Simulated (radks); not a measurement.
Valence configurations of Yb I (all share [Xe]). All-electron calculation, Dirac Kohn-Sham, PBE, spin-unpolarised, spherical densities, point nucleus; open shells fill j = l - 1/2 first. Program: a radial shooting solver on a logarithmic mesh with Libxc functionals. Energies are relative to 4f14 6s2; eigenvalues in eV.

| valence | E (eV) | e(4f5/2) | e(4f7/2) | e(5d3/2) | e(6p1/2) | e(6s1/2) |
|---|---|---|---|---|---|---|
| 4f14 6s2 | 0.000 | -3.759 | -2.443 | - | - | -3.923 |
| 4f14 6s1.5 6p0.5 | 1.338 | -4.456 | -3.140 | - | -1.608 | -4.326 |
| 4f13.5 5d0.5 6s2 | 1.444 | -6.913 | -5.560 | -1.411 | - | -4.285 |
| 4f14 5d1 6s1 | 3.160 | -3.392 | -2.076 | -0.743 | - | -3.918 |
| 4f13 5d1 6s2 | 4.178 | -10.180 | -8.790 | -1.977 | - | -4.528 |
| 4f13 6s2 6p1 | 5.144 | -13.231 | -11.839 | - | -2.359 | -5.764 |
| 4f14 6p2 | 5.582 | -6.353 | -5.036 | - | -2.398 | - |
| 4f13 5d2 6s1 | 6.862 | -9.048 | -7.659 | -1.432 | - | -4.224 |
| 4f13 5d1 6s1 6p1 | 7.241 | -11.409 | -10.019 | -2.914 | -2.095 | -5.229 |
| 4f12 6s2 6p2 | 19.470 | -24.168 | -22.699 | - | -3.318 | -7.453 |

NIST lists [Xe] 4f14 6s2 as the ground configuration; this level of theory agrees among the configurations tried. The energies are those of spherical spin-averaged densities, not of single terms.
